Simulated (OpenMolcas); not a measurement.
## Al2+: RASPT2 settings compared

```json
{"Program": "OpenMolcas", "Basis": "ANO-RCC-VDZP [4s3p1d]", "Scalar Hamiltonian": "DKH2, point nucleus", "Active space": "1 electron in 9 orbitals (RAS2 3s 3p; RAS3 3d, at most 1 electron)", "State averaging": "2S+1 = 2 even, 1 root; 2S+1 = 2 odd, 3 roots", "Spin-orbit coupling": "RASSI with atomic mean-field integrals over the reference wave functions, term energies averaged over their components"}
```

Methods on the same reference wave functions:
A. RASSCF
B. SS-RASPT2, IPEA 0.35 Eh, real shift 0.3 Eh (closed shells correlated: 2s 2p)
C. XMS-RASPT2, IPEA 0.15 Eh, sigma2 regulariser 0.3 Eh (closed shells correlated: 2s 2p)

Energies in cm-1 above 3s 2S 1/2, the measured ground level; measured values from NIST levels in Kelleher and Podobedova, J. Phys. Chem. Ref. Data 37, 709 (2008).

```csv
Level,A,B,C,Measured
3s 2S 1/2,0.0,0.0,0.0,0.0
3p 2P* 1/2,56515,56607,56590,53683
3p 2P* 3/2,56721,56814,56796,53917
```

Deviations, from unrounded energies. A percentage is the sum of absolute deviations over the sum of measured energies, with the sign that they share, or ± where signs differ.

```csv
Against measurement,Levels,A,B,C
mean absolute deviation (cm-1),2,2800,2900,2900
other configurations (%),2,+5.2,+5.4,+5.4
```

A, B, C lie about equally close to measurement. The largest miss of A in the table is 3p 2P* 1/2, by +2800 cm-1. The ranking rests on the paired levels alone, and a cruder setting can come out closer through cancelling errors.

Between B and C the level of the table that moves most is 3p 2P* 1/2, by 17 cm-1 (lowest in C, highest in B).

The lowest spin-free term lies below A's lowest term by 0.033 hartree in B, 0.033 hartree in C.

With one active electron outside closed inactive shells, the extra shells (3d) add no correlation to the reference. With one active electron the reference holds no correlation, so core polarisation is missing (holds for A). With one active electron, CASPT2 adds the correlation within the correlated inactive shells and between them and that electron, and leaves the splitting within a term as the reference gives it (holds for B; C). Measured partners are found by configuration, term and J. A level has none where our copy of the source lacks it or the pairing is in doubt (some pairs that miss far off the trend of their configuration count as doubtful), and it then counts in no deviation. Levels of configurations outside the active space are missing.

* marks odd parity.
